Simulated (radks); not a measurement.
Spherical quantum dot in the effective-mass picture: electrons in a hard-walled sphere of radius 3.44, all in effective atomic units (hartree* = m*/eps^2 hartree, bohr* = eps/m* bohr), one dielectric constant everywhere. Calculated with a radial shooting solver with Libxc functionals: non-relativistic Kohn-Sham, PBE, spin-polarised, spherical densities. Levels are named by radial order and angular momentum (1s, 1p, 1d, 2s, ...), and open shells are averaged over m. Each electron was tried in the lowest free levels, single moves between levels near the top were tried too, and the lowest total energy was kept; such a search can miss a lower state. At N = 1 the Hartree and exchange-correlation terms need not cancel, so that row can carry a self-interaction error.

N,open shells,2S,E (hartree*),mu = E(N) - E(N-1) (hartree*),addition energy mu(N+1) - mu(N) (hartree*)
1,"1s(up 1, down 0)",1,0.417115,0.41712,0.4678
2,none,0,1.30208,0.88496,0.7399
3,"1p(up 1, down 0)",1,2.92693,1.6248,0.3613
4,"1p(up 2, down 0)",2,4.91307,1.9861,0.3712
5,"1p(up 3, down 0)",3,7.27042,2.3574,0.4781
6,"1p(up 3, down 1)",2,10.1059,2.8355,0.3505
7,"1p(up 3, down 2)",1,13.2919,3.1860,0.3603
8,none,0,16.8382,3.5463,0.8093
9,"1d(up 1, down 0)",1,21.1938,4.3556,0.3504
10,"1d(up 2, down 0)",2,25.8999,4.7060,0.3526
11,"1d(up 3, down 0)",3,30.9585,5.0586,0.3537
12,"1d(up 4, down 0)",4,36.3708,5.4123,0.3542
13,"1d(up 5, down 0)",5,42.1372,5.7665,0.4521
14,"1d(up 5, down 1)",4,48.3559,6.2186,0.3444
15,"1d(up 5, down 2)",3,54.9188,6.5630,0.3466
16,"1d(up 5, down 3)",2,61.8284,6.9096,0.3479
17,"1d(up 5, down 4)",1,69.0860,7.2575,0.3487
18,none,0,76.6922,7.6062,0.8857
19,"1f(up 1, down 0)",1,85.1841,8.4919,0.3422
20,"1f(up 2, down 0)",2,94.0182,8.8341,0.3427
21,"1f(up 3, down 0)",3,103.195,9.1768,0.3431
22,"1f(up 4, down 0)",4,112.715,9.5199,0.3433
23,"1f(up 5, down 0)",5,122.578,9.8633,0.3435
24,"1f(up 6, down 0)",6,132.785,10.207,0.3435
25,"1f(up 7, down 0)",7,143.335,10.550,0.4357
26,"1f(up 7, down 1)",6,154.321,10.986,0.3384
27,"1f(up 7, down 2)",5,165.645,11.324,0.3390
28,"1f(up 7, down 3)",4,177.309,11.663,0.3394
29,"1f(up 7, down 4)",3,189.311,12.003,0.3398
30,"1f(up 7, down 5)",2,201.654,12.342,0.3400
31,"1f(up 7, down 6)",1,214.336,12.682,0.3401
32,none,0,227.359,13.023,0.8479
33,"2s(up 1, down 0)",1,241.229,13.870,0.4774
34,"2s(up 1, down 0) 1g(up 1, down 0)",2,255.577,14.348,0.3358
35,"2s(up 1, down 0) 1g(up 2, down 0)",3,270.260,14.684,0.3360
36,"2s(up 1, down 0) 1g(up 3, down 0)",4,285.280,15.020,0.3361
37,"2s(up 1, down 0) 1g(up 4, down 0)",5,300.636,15.356,0.3361
38,"2s(up 1, down 0) 1g(up 5, down 0)",6,316.327,15.692,0.3362
39,"2s(up 1, down 0) 1g(up 6, down 0)",7,332.355,16.028,0.3279
40,"1g(up 8, down 0)",8,348.711,16.356,0.3269
41,"1g(up 9, down 0)",9,365.394,16.683,0.3796
42,"2s(up 1, down 0) 1g(up 9, down 0)",10,382.457,17.062,0.3999
43,"2s(up 1, down 0) 1g(up 9, down 1)",9,399.919,17.462,-

All shells are closed at N = 2, 8, 18, 32 (there: 1s2 1p6 1d10 1f14); the second difference of the energy has clear peaks (12 % above both neighbours; the first and last values, which can be the largest, are not judged, and half-filled shells can peak too) at N = 2, 5, 8, 13, 18, 25, 32.
